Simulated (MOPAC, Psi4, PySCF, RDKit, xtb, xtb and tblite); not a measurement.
Two geometries of C₅H₆SSe, SMILES C([SeH])c1cccs1, relaxed at GFN2-xTB with one dihedral held; other torsions can differ between them too.

Structure A

```
13

Se    -2.9314     0.7174     0.5293
C     -1.6916    -0.4699    -0.4364
C     -0.2535    -0.1698    -0.2225
C      0.3480     0.7850     0.5319
C      1.7608     0.7363     0.4714
C      2.2145    -0.2563    -0.3297
S      0.9281    -1.1604    -1.0307
H     -2.5408     1.9221    -0.1723
H     -1.9539    -0.4213    -1.4972
H     -1.9377    -1.4735    -0.0743
H     -0.1955     1.5017     1.1227
H      2.4017     1.4150     1.0045
H      3.2261    -0.5245    -0.5606
```

Structure B

```
13

Se     2.8904     0.7063     0.5570
C      1.6794    -0.5018    -0.4742
C      0.2521    -0.1936    -0.2629
C     -0.4653    -0.2338     0.8945
C     -1.8249     0.0993     0.7151
C     -2.1265     0.3849    -0.5763
S     -0.7551     0.2576    -1.6038
H      2.4313     1.9202    -0.0799
H      1.9608    -0.4221    -1.5239
H      1.9380    -1.4961    -0.1013
H     -0.0280    -0.4859     1.8445
H     -2.5438     0.1232     1.5141
H     -3.0715     0.6649    -0.9973
```

Q: Which is lower in energy at the level DF-MP2 (frozen core)/cc-pVTZ // GFN2-xTB in Psi4, and by how much?

A: B is lower, by 1.99 kJ/mol (dihedral Se1–C2–C3–S7: 180° in A, 120° in B).

E(B) − E(A) in kJ/mol at the other levels, on the same two geometries: GFN2-xTB (xtb and tblite) -5.07; PBE0/def2-SVP // GFN2-xTB (Psi4) -1.75; PBE0-D3(BJ)/def2-SVP // GFN2-xTB (Psi4) -1.84; PBE/def2-SVP // GFN2-xTB (Psi4) -3.21; PBE-D3(BJ)/def2-SVP // GFN2-xTB (Psi4) -3.16; HF/cc-pVTZ // GFN2-xTB (Psi4) -0.78; UFF // GFN2-xTB (RDKit) -8.23; PM6, restricted, heats of formation // GFN2-xTB (MOPAC) -5.85; PM7, restricted, heats of formation // GFN2-xTB (MOPAC) -4.71; GFN1-xTB // GFN2-xTB (xtb) -3.31; restricted B3LYP/6-31G*, spherical d, density fitting // GFN2-xTB (PySCF) -4.25; restricted B3LYP/LANL2DZ, with its core potentials past Ne // GFN2-xTB (PySCF) -4.80; restricted BP86/6-31G*, spherical d, density fitting // GFN2-xTB (PySCF) -4.55; restricted Hartree-Fock/LANL2DZ, with its core potentials past Ne // GFN2-xTB (PySCF) -2.55.
